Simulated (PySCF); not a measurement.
Computed IR spectrum (relative IR intensity) of a molecule C₃H₈BNO. Coordinates come from a PBE-D3(BJ)/def2-SVP optimisation. Other conformers were not sampled. All values below come from PBE-D3(BJ)/def2-SVP in PySCF. Frequencies are harmonic and unscaled.

```csv
ν (cm⁻¹),relative intensity
336,3.9
385,9.2
403,29
412,5.6
461,41
511,30
607,11
630,5.5
810,2.1
861,14
873,15
981,56
994,6.2
1029,4.9
1177,2.2
1306,65
1360,2.1
1392,2.6
1400,100
1541,97
1661,12
2966,5.8
3024,2.7
3055,10
3160,6.3
3502,11
3610,13
3741,8.9
```

Question: Which molecule gave these data?
A) C=CCB(N)O
B) C=C(C)B(N)O
C) C[C@@H]1OCB1N
D) C/N=C/B(C)O

Answer: A, C=CCB(N)O
